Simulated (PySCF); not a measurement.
C5H7N, SMILES C(/C=N/CC)#C. Geometry: PBE-D3(BJ)/def2-SVP. The structure was generated by enumeration; whether it is a known compound was not checked. Other conformers were not sampled.

Question: Give the equilibrium geometry at PBE-D3(BJ)/def2-SVP (PySCF confirms it by a frequency run) as Cartesian coordinates in Å. (An estimate is asked for; the answer gives what the named calculation found.)

Answer: This is not unique; one that fits is 
```xyz
13

C      3.1648     0.4183    -0.2374
C      1.9986     0.0429    -0.2089
C      0.6562    -0.4550    -0.2301
N     -0.2881     0.0645     0.4702
C     -1.6059    -0.5218     0.3572
C     -2.6269     0.5223    -0.1023
H      4.1887     0.7659    -0.2474
H      0.4819    -1.3368    -0.9009
H     -1.6241    -1.4118    -0.3237
H     -1.8938    -0.8811     1.3712
H     -2.6104     1.4031     0.5694
H     -2.3970     0.8733    -1.1284
H     -3.6494     0.0952    -0.1026
```
